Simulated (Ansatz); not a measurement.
Ansatz (a quantum-chemistry and plane-wave program) input (RI-MP2/cc-pV(T+d)Z):
A basis named .json is the Basis Set Exchange file of that set.

Ansatz 0.2 input:
```yaml
crystal:
  periodic: [false, false, false]
  atoms:
    - {symbol: C, position_ang: [-3.98210726, 0.63216330, -0.45955939]}
    - {symbol: C, position_ang: [-2.60001668, 0.88139885, 0.13687309]}
    - {symbol: C, position_ang: [-1.56325110, -0.14769958, -0.30806280]}
    - {symbol: C, position_ang: [-0.17834444, 0.10089563, 0.28595714]}
    - {symbol: C, position_ang: [0.84086010, -0.93728598, -0.16771564]}
    - {symbol: S, position_ang: [2.51078603, -0.68903631, 0.51095912]}
    - {symbol: C, position_ang: [3.02433466, 0.70640635, -0.32164461]}
    - {symbol: H, position_ang: [-4.70239337, 1.38078583, -0.12503140]}
    - {symbol: H, position_ang: [-3.95074823, 0.66478570, -1.55131975]}
    - {symbol: H, position_ang: [-4.36381509, -0.34987123, -0.16994654]}
    - {symbol: H, position_ang: [-2.25447372, 1.88203078, -0.14172388]}
    - {symbol: H, position_ang: [-2.66489560, 0.87579376, 1.22957204]}
    - {symbol: H, position_ang: [-1.49709238, -0.14353216, -1.40187172]}
    - {symbol: H, position_ang: [-1.90672952, -1.15012325, -0.02851105]}
    - {symbol: H, position_ang: [0.17210485, 1.09652402, 0.00253363]}
    - {symbol: H, position_ang: [-0.23429935, 0.09347674, 1.37790264]}
    - {symbol: H, position_ang: [0.92270657, -0.96112084, -1.25658471]}
    - {symbol: H, position_ang: [0.55029079, -1.93682624, 0.16044335]}
    - {symbol: H, position_ang: [3.97380386, 1.13139841, -0.03664726]}
    - {symbol: H, position_ang: [2.53411302, 1.02598796, -1.22924780]}
basis:
  gaussian:
    orbitals: cc-pV_T+d_Z.json
    fitting: {mean_field: def2-universal-jkfit, correlation: cc-pVTZ-RIFIT.json}
magnetization: {spin_polarized: true, initial_magnetization: 1}
correlation: {method: mp2, electrons: outside_noble_gas}
```

Output:

```
Functional definition: HF
integrals: 0.91 GiB planned
812 factors; integrals over basis functions are off by at most 1.3e0 eV
1.08 GiB of device memory are held for the factors and their scratch space
mean field: 2.09 GiB planned
mean field evaluation 1: about -17202.2389 eV, gradient 2.9e1 eV
mean field evaluation 2: about -17206.6864 eV, gradient 1.2e1 eV
mean field evaluation 4: about -17207.6210 eV, gradient 1.2e0 eV
mean field evaluation 8: about -17207.6609 eV, gradient 1.4e-3 eV
mean field -17207.66088116 eV, -632.3698736113 hartree, gradient 1.6e-6 eV, S^2 0.771747; 0 other end points of the search recorded, 0 dependent functions left out
11 core orbitals not correlated
998 factors; their error is unknown
reference -17207.66088116 eV, -632.3698736113 hartree; 22, 21 occupied and 368, 369 virtual orbitals, 998 factors
second order -32.73230844 eV of doubles, -0.00000000 eV of singles
Total energy: -17240.39318960 eV, -633.5727637596 hartree
```

It need not be the lowest isomer of its formula.
